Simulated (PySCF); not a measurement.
Isomers of C5H12SSi2.

All values: PBE0/pcSseg-1 (PySCF) at GFN2-xTB geometries, gas phase, one conformer each.

Task: Rank by HOMO–LUMO gap, lowest first.
A. `[CH2:1]=[C:2]1[CH2:3][CH2:4][CH2:5][S:6][Si@@H:7]1[SiH3:8]` with C1–C2–C3–C4 -117°, C2–C3–C4–C5 -70°, C3–C4–C5–S6 75°, C4–C5–S6–Si7 -59°
B. `[CH3:1]/[CH:2]=[CH:3]\[C@@H:4]1[SiH2:5][S:6][C@H:7]1[SiH3:8]` with C2–C3–C4–Si5 -95°
C. `[SiH3:1][CH2:2][S:3][SiH:4]1[CH2:5][CH:6]=[CH:7][CH2:8]1` with Si1–C2–S3–Si4 -75°, C2–S3–Si4–C5 87°
D. `[CH2:1]=[CH:2][Si:3]1([SiH2:4][S:5][CH3:6])[CH2:7][CH2:8]1` with C1–C2–Si3–Si4 -1°, C2–Si3–Si4–S5 2°, Si3–Si4–S5–C6 180°

Result: D (5.85 eV), B (6.06 eV), A (6.18 eV), C (6.70 eV).

Task: Rank by the highest IAO charge on any atom, lowest value first.
A. `[CH3:1]/[CH:2]=[CH:3]\[C@@H:4]1[SiH2:5][S:6][C@H:7]1[SiH3:8]` with C2–C3–C4–Si5 -95°
B. `[CH2:1]=[CH:2][Si:3]1([SiH2:4][S:5][CH3:6])[CH2:7][CH2:8]1` with C1–C2–Si3–Si4 -1°, C2–Si3–Si4–S5 2°, Si3–Si4–S5–C6 180°
C. `[CH2:1]=[C:2]1[CH2:3][CH2:4][CH2:5][S:6][Si@@H:7]1[SiH3:8]` with C1–C2–C3–C4 -117°, C2–C3–C4–C5 -70°, C3–C4–C5–S6 75°, C4–C5–S6–Si7 -59°
D. `[CH2:1]=[CH:2][Si:3]1([S:4][SiH2:5][CH3:6])[CH2:7][CH2:8]1` with C1–C2–Si3–S4 -2°, C2–Si3–S4–Si5 -79°, Si3–S4–Si5–C6 -179°
E. `[SiH3:1][CH2:2][S:3][SiH:4]1[CH2:5][CH:6]=[CH:7][CH2:8]1` with Si1–C2–S3–Si4 -75°, C2–S3–Si4–C5 87°

Result: C (+0.525 e), B (+0.624 e), A (+0.721 e), E (+0.815 e), D (+0.842 e).

Task: Rank by the highest Hirshfeld charge on any atom, lowest value first.
A. `[CH2:1]=[C:2]1[CH2:3][CH2:4][CH2:5][S:6][Si@@H:7]1[SiH3:8]` with C1–C2–C3–C4 -117°, C2–C3–C4–C5 -70°, C3–C4–C5–S6 75°, C4–C5–S6–Si7 -59°
B. `[CH2:1]=[CH:2][Si:3]1([S:4][SiH2:5][CH3:6])[CH2:7][CH2:8]1` with C1–C2–Si3–S4 -2°, C2–Si3–S4–Si5 -79°, Si3–S4–Si5–C6 -179°
C. `[SiH3:1][CH2:2][S:3][SiH:4]1[CH2:5][CH:6]=[CH:7][CH2:8]1` with Si1–C2–S3–Si4 -75°, C2–S3–Si4–C5 87°
D. `[CH2:1]=[CH:2][Si:3]1([SiH2:4][S:5][CH3:6])[CH2:7][CH2:8]1` with C1–C2–Si3–Si4 -1°, C2–Si3–Si4–S5 2°, Si3–Si4–S5–C6 180°

Result: A (+0.236 e), D (+0.251 e), B (+0.328 e), C (+0.341 e).

All values together:

```json
{"SMILES": "C=C[Si]1([SiH2]SC)CC1", "μ (D)": "0.95", "HOMO (eV)": "-6.54", "LUMO (eV)": "-0.69", "lowest IAO charge (e)": "-0.505 (C)", "highest IAO charge (e)": "+0.624 (Si)", "lowest Hirshfeld charge (e)": "-0.168 (C)", "highest Hirshfeld charge (e)": "+0.251 (Si)"}
{"SMILES": "C=C[Si]1(S[SiH2]C)CC1", "μ (D)": "1.60", "HOMO (eV)": "-6.55", "LUMO (eV)": "-0.63", "lowest IAO charge (e)": "-0.716 (C)", "highest IAO charge (e)": "+0.842 (Si)", "lowest Hirshfeld charge (e)": "-0.208 (C)", "highest Hirshfeld charge (e)": "+0.328 (Si)"}
{"SMILES": "C=C1CCCS[Si@@H]1[SiH3]", "μ (D)": "1.98", "HOMO (eV)": "-6.62", "LUMO (eV)": "-0.44", "lowest IAO charge (e)": "-0.330 (C)", "highest IAO charge (e)": "+0.525 (Si)", "lowest Hirshfeld charge (e)": "-0.114 (S)", "highest Hirshfeld charge (e)": "+0.236 (Si)"}
{"SMILES": "C/C=C\\[C@@H]1[SiH2]S[C@H]1[SiH3]", "μ (D)": "2.30", "HOMO (eV)": "-6.58", "LUMO (eV)": "-0.52", "lowest IAO charge (e)": "-0.428 (C)", "highest IAO charge (e)": "+0.721 (Si)", "lowest Hirshfeld charge (e)": "-0.118 (C/S)", "highest Hirshfeld charge (e)": "+0.335 (Si)"}
{"SMILES": "[SiH3]CS[SiH]1CC=CC1", "μ (D)": "1.22", "HOMO (eV)": "-6.66", "LUMO (eV)": "0.04", "lowest IAO charge (e)": "-0.617 (C)", "highest IAO charge (e)": "+0.815 (Si)", "lowest Hirshfeld charge (e)": "-0.168 (C)", "highest Hirshfeld charge (e)": "+0.341 (Si)"}
```

Conformers: `[CH2:1]=[CH:2][Si:3]1([SiH2:4][S:5][CH3:6])[CH2:7][CH2:8]1` with C1–C2–Si3–Si4 -1°, C2–Si3–Si4–S5 2°, Si3–Si4–S5–C6 180°; `[CH2:1]=[CH:2][Si:3]1([S:4][SiH2:5][CH3:6])[CH2:7][CH2:8]1` with C1–C2–Si3–S4 -2°, C2–Si3–S4–Si5 -79°, Si3–S4–Si5–C6 -179°; `[CH2:1]=[C:2]1[CH2:3][CH2:4][CH2:5][S:6][Si@@H:7]1[SiH3:8]` with C1–C2–C3–C4 -117°, C2–C3–C4–C5 -70°, C3–C4–C5–S6 75°, C4–C5–S6–Si7 -59°; `[CH3:1]/[CH:2]=[CH:3]\[C@@H:4]1[SiH2:5][S:6][C@H:7]1[SiH3:8]` with C2–C3–C4–Si5 -95°; `[SiH3:1][CH2:2][S:3][SiH:4]1[CH2:5][CH:6]=[CH:7][CH2:8]1` with Si1–C2–S3–Si4 -75°, C2–S3–Si4–C5 87°.
